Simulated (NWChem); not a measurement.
System: CaCl2; SMILES [Cl][Ca][Cl]

NWChem input:

```
start job
memory heap 200 mb stack 900 mb global 1100 mb
geometry units angstroms noautosym nocenter noautoz
  Ca     0.000000     0.000000     0.200089
  Cl     2.416625     0.000000    -0.170652
  Cl    -2.416625     0.000000    -0.170652
end
basis spherical
  Ca library pcsseg-1
  Cl library pcsseg-1
end
dft
  xc kt2
  iterations 150
end
property
  shielding 2 1 2
  efieldgrad
end
task dft property
```

Output (shortened):

```
             Northwest Computational Chemistry Package (NWChem) 7.3.0
             --------------------------------------------------------

                             Geometry "geometry" -> ""
                             -------------------------

 Output coordinates in angstroms (scale by  1.889725989 to convert to a.u.)

  No.       Tag          Charge          X              Y              Z
 ---- ---------------- ---------- -------------- -------------- --------------
    1 Ca                  20.0000     0.00000000     0.00000000     0.20008900
    2 Cl                  17.0000     2.41662500     0.00000000    -0.17065200
    3 Cl                  17.0000    -2.41662500     0.00000000    -0.17065200

 Effective nuclear repulsion energy (a.u.)     178.8218878962

                              NWChem Property Module
                              ----------------------

  itol2e modified to match energy
  convergence criterion.

                                 NWChem DFT Module
                                 -----------------

 Summary of "ao basis" -> "ao basis" (spherical)
 ------------------------------------------------------------------------------
       Tag                 Description            Shells   Functions and Types
 ---------------- ------------------------------  ------  ---------------------
 Ca                         pcsseg-1                14       38   5s6p3d
 Cl                         pcsseg-1                10       24   4s5p1d

  itol2e modified to match energy
  convergence criterion.

            General Information
            -------------------
          SCF calculation type: DFT
          Wavefunction type:  closed shell.
          No. of atoms     :     3
          No. of electrons :    54
           Alpha electrons :    27
            Beta electrons :    27
          Charge           :     0
          Spin multiplicity:     1
          Use of symmetry is: off; symmetry adaption is: off
          Maximum number of iterations: 150
          AO basis - number of functions:    86
                     number of shells:    34
          Convergence on energy requested:  1.00D-07
          Convergence on density requested:  1.00D-05
          Convergence on gradient requested:  5.00D-04

              XC Information
              --------------
                          KT2 Method XC Functional
                        Slater Exchange Functional  1.072 local
                           KT1 gradient correction  1.000 non-local
            Perdew 1991 LDA Correlation Functional  0.577 local

             Grid Information
             ----------------
          Grid used for XC integration:  fine
          Radial quadrature: Mura-Knowles
          Angular quadrature: Lebedev.
          Tag              B.-S. Rad. Rad. Pts. Rad. Cut. Ang. Pts.
          ---              ---------- --------- --------- ---------
          Ca                  1.80      140          11.0       974
          Cl                  1.00      123          12.0       770
          Grid pruning is: on
          Number of quadrature shells:   386
          Spatial weights used:  Erf1

      Superposition of Atomic Density Guess
      -------------------------------------

 Sum of atomic energies:       -1595.53953575

      Non-variational initial energy
      ------------------------------

 Total energy =   -1595.679738
 1-e energy   =   -2552.156798
 2-e energy   =     777.655173
 HOMO         =      -0.466652
 LUMO         =      -0.111796

[...]

          -----------------------------------------
          Chemical Shielding Tensors (GIAO, in ppm)
          -----------------------------------------

                                NWChem CPHF Module
                                ------------------

  scftype          =     RHF
  nclosed          =       27
  nopen            =        0
  variables        =     1593
  # of vectors     =        3
  tolerance        = 0.10D-03
  level shift      = 0.00D+00
  max iterations   =       50
  max subspace     =       30

 SCF residual:    3.5909777259026699E-006

Iterative solution of linear equations
  No. of variables     1593
  No. of equations        3
  Maximum subspace       30
        Iterations       50
       Convergence  1.0D-04

   iter   nsub   residual    time
   ----  ------  --------  ---------
     1      3    2.49D-06      28.8

      Atom:    1  Ca
        Diamagnetic
   1429.9804     -0.0000      0.0000
     -0.0000   1418.1432      0.0000
      0.0000      0.0000   1418.4613

        Paramagnetic
    -14.7402     -0.0000      0.0000
     -0.0000   -715.7304      0.0000
      0.0000      0.0000   -699.2714

        Total Shielding Tensor
   1415.2402     -0.0000      0.0000
     -0.0000    702.4128      0.0000
      0.0000      0.0000    719.1899

           isotropic =     945.6143
          anisotropy =     704.4389

          Principal Components and Axis System
                 1           2           3
             1415.2402    719.1899    702.4128

      1         1.0000     -0.0000      0.0000
      2        -0.0000      0.0000      1.0000
      3         0.0000      1.0000     -0.0000

      Atom:    2  Cl
        Diamagnetic
   1154.4682     -0.0000     -1.0232
     -0.0000   1148.1480      0.0000
     -1.0232      0.0000   1148.2872

        Paramagnetic
    -19.0740     -0.0000    -89.5880
     -0.0000   -609.0651     -0.0000
    -89.5880     -0.0000   -603.5540

        Total Shielding Tensor
   1135.3942     -0.0000    -90.6112
     -0.0000    539.0829     -0.0000
    -90.6112     -0.0000    544.7333

           isotropic =     739.7368
          anisotropy =     613.8678

          Principal Components and Axis System
                 1           2           3
             1148.9820    539.0829    531.1455

      1         0.9889     -0.0000      0.1483
      2        -0.0000      1.0000      0.0000
      3        -0.1483     -0.0000      0.9889
```

Level: KT2/pcSseg-1, GIAO. All runs use the structure optimised with PBE0/def2-SVP. NWChem prints the field gradient with the sign opposite to the second derivative of the potential. The printed shielding anisotropy is the first printed principal value minus the mean of the other two.
